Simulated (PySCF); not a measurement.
CH9BO2Si2 (SMILES CB(O[SiH3])O[SiH3]), singlet, at a GFN2-xTB geometry, with bond 4-2 at 1.8 times its length; CASSCF(6,8)/STO-3G (PySCF).

Input for PySCF:
```python
from pyscf import gto, scf, mcscf
import numpy

mol = gto.M(
    atom='''
B     0.40410512    0.44366262    0.46007910
C     1.01189901    1.71625232    1.21146891
H     1.75124523    1.43751699    1.95586979
H    -0.40323138    2.73074634    2.10633895
H     1.48351568    2.39173197    0.50138323
O    -0.52557818    0.58581020   -0.49402172
Si   -1.51947998    1.41717991   -1.44380527
H    -2.85919794    0.93659781   -1.10785444
H    -1.10941510    1.08459279   -2.80754086
H    -1.41299981    2.86091480   -1.20788199
O     0.82412409   -0.78407952    0.78186651
Si    0.74755817   -2.38093609    0.55368872
H     0.32654707   -2.90683645    1.85235302
H     2.11594856   -2.75196486    0.19305284
H    -0.19474065   -2.76949884   -0.49833637
''',
    basis='sto-3g',
    verbose=4,
)

mf = scf.RHF(mol)
mf.kernel()
mc = mcscf.CASSCF(mf, 8, 6)
mc.fix_spin_(ss=0.0)
mc.kernel()
occ = numpy.linalg.eigvalsh(mc.fcisolver.make_rdm1(mc.ci, mc.ncas, mc.nelecas))[::-1]
ss = mc.fcisolver.spin_square(mc.ci, mc.ncas, mc.nelecas)[0]
print('natural occupations', occ.round(4), ' <S^2>', round(ss, 4))
```

It wrote (shortened):

```
PySCF version 2.14.0

[INPUT] verbose = 4
[INPUT] num. atoms = 15
[INPUT] num. electrons = 64
[INPUT] charge = 0
[INPUT] spin (= nelec alpha-beta = 2S) = 0
[INPUT] symmetry False subgroup None
[INPUT] Mole.unit = angstrom
[INPUT] Symbol           X                Y                Z      unit          X                Y                Z       unit  Magmom
[...]
nuclear repulsion = 349.625362773147
number of shells = 31
number of NR pGTOs = 141
number of NR cGTOs = 47
basis = sto-3g
ecp = {}

******** <class 'pyscf.scf.hf.RHF'> ********
method = RHF
initial guess = minao
damping factor = 0
level_shift factor = 0
DIIS = <class 'pyscf.scf.diis.CDIIS'>
diis_start_cycle = 1
diis_space = 8
diis_damp = 0
SCF conv_tol = 1e-09
SCF conv_tol_grad = None
SCF max_cycles = 50
direct_scf = True
direct_scf_tol = 1e-13
Set gradient conv threshold to 3.16228e-05
Initial guess from minao.
init E= -786.092712510055
[...]
cycle= 1 E= -785.737548287044  delta_E= 0.355  |g|= 0.599  |ddm|= 4.41
[...]
cycle= 2 E= -785.856901695738  delta_E= -0.119  |g|= 0.199  |ddm|= 1.09
[...]
cycle= 3 E= -785.868878648551  delta_E= -0.012  |g|= 0.0326  |ddm|= 0.278
[...]
cycle= 4 E= -785.869437629267  delta_E= -0.000559  |g|= 0.00747  |ddm|= 0.0761
[...]
cycle= 5 E= -785.869462209132  delta_E= -2.46e-05  |g|= 0.0018  |ddm|= 0.013
[...]
cycle= 6 E= -785.869464331432  delta_E= -2.12e-06  |g|= 0.000461  |ddm|= 0.00398
[...]
cycle= 7 E= -785.869464564945  delta_E= -2.34e-07  |g|= 0.000151  |ddm|= 0.00137
[...]
cycle= 8 E= -785.869464591148  delta_E= -2.62e-08  |g|= 5.55e-05  |ddm|= 0.000457
[...]
cycle= 9 E= -785.869464594119  delta_E= -2.97e-09  |g|= 9.52e-06  |ddm|= 0.000174
[...]
cycle= 10 E= -785.8694645942  delta_E= -8.12e-11  |g|= 2.4e-06  |ddm|= 2.72e-05
[...]
Extra cycle  E= -785.869464594202  delta_E= -1.82e-12  |g|= 1.01e-06  |ddm|= 4.85e-06
converged SCF energy = -785.869464594202

******** <class 'pyscf.mcscf.mc1step.CASSCF'> ********
CAS (3e+3e, 8o), ncore = 29, nvir = 10
max_cycle_macro = 50
max_cycle_micro = 4
conv_tol = 1e-07
conv_tol_grad = None
orbital rotation max_stepsize = 0.02
orbital rotation threshold for CI restart = 0.01
augmented hessian ah_max_cycle = 30
augmented hessian ah_conv_tol = 1e-12
augmented hessian ah_linear dependence = 1e-14
augmented hessian ah_level shift = 1e-08
augmented hessian ah_start_tol = 2.5
augmented hessian ah_start_cycle = 3
augmented hessian ah_grad_trust_region = 3
kf_trust_region = 3
kf_interval = 4
ci_response_space = 4
[...]
CASCI E = -785.944457226150  S^2 = 0.0000000
[...]
               |grad[o]|=0.00832  |grad[c]|=0.0175  |ddm|=0.00964  |maxRot[o]|=0.295
macro iter   8 ( 21 JK    4 micro), CASSCF E = -785.982820349633  dE = -1.25307482e-03  S^2 = 0.0000000
               |grad[o]|=0.00873  |grad[c]|=0.012  |ddm|=0.00367  |maxRot[o]|=0.183
macro iter   9 ( 21 JK    4 micro), CASSCF E = -785.983054643517  dE = -2.34293884e-04  S^2 = 0.0000000
               |grad[o]|=0.00799  |grad[c]|=0.00731  |ddm|=0.00363  |maxRot[o]|=0.066
macro iter  10 (  7 JK    2 micro), CASSCF E = -785.984211512228  dE = -1.15686871e-03  S^2 = 0.0000000
               |grad[o]|=0.00675  |grad[c]|=0.00102  |ddm|=0.00245  |maxRot[o]|=0.0699
macro iter  11 (  7 JK    2 micro), CASSCF E = -785.984839146806  dE = -6.27634579e-04  S^2 = 0.0000000
               |grad[o]|=0.00466  |grad[c]|=0.0032  |ddm|=0.0029  |maxRot[o]|=0.0699
macro iter  12 ( 18 JK    4 micro), CASSCF E = -785.985001358052  dE = -1.62211246e-04  S^2 = 0.0000000
               |grad[o]|=0.00256  |grad[c]|=0.00737  |ddm|=0.00211  |maxRot[o]|=0.0442
macro iter  13 ( 21 JK    4 micro), CASSCF E = -785.985162406113  dE = -1.61048061e-04  S^2 = 0.0000000
               |grad[o]|=0.00091  |grad[c]|=0.00422  |ddm|=0.0025  |maxRot[o]|=0.255
macro iter  14 ( 21 JK    4 micro), CASSCF E = -785.985504276598  dE = -3.41870485e-04  S^2 = 0.0000000
               |grad[o]|=0.000645  |grad[c]|=0.00322  |ddm|=0.00197  |maxRot[o]|=0.302
macro iter  15 ( 20 JK    4 micro), CASSCF E = -785.985649151578  dE = -1.44874979e-04  S^2 = 0.0000000
               |grad[o]|=0.000678  |grad[c]|=0.00146  |ddm|=0.00126  |maxRot[o]|=0.261
macro iter  16 ( 12 JK    2 micro), CASSCF E = -785.985650239584  dE = -1.08800634e-06  S^2 = 0.0000000
               |grad[o]|=0.000167  |grad[c]|=0.000323  |ddm|=0.000233  |maxRot[o]|=0.00763
macro iter  17 (  4 JK    1 micro), CASSCF E = -785.985650321601  dE = -8.20174364e-08  S^2 = 0.0000000
               |grad[o]|=4.59e-05  |grad[c]|=0.000235  |ddm|=4.62e-05  |maxRot[o]|=0.000678
1-step CASSCF converged in  17 macro (299 JK  59 micro) steps
CASSCF canonicalization
Density matrix diagonal elements [1.96715094 1.97591458 1.74138721 0.26018884 0.03713234 0.00419631
 0.00832626 0.00570351]
CASSCF energy = -785.985650321601
CASCI E = -785.985650321601  E(CI) = -8.45902376473771  S^2 = 0.0000000
natural occupations [1.9839e+00 1.9791e+00 1.7258e+00 2.7490e-01 1.8900e-02 1.5100e-02
 1.8000e-03 4.0000e-04]  <S^2> 0.0
```
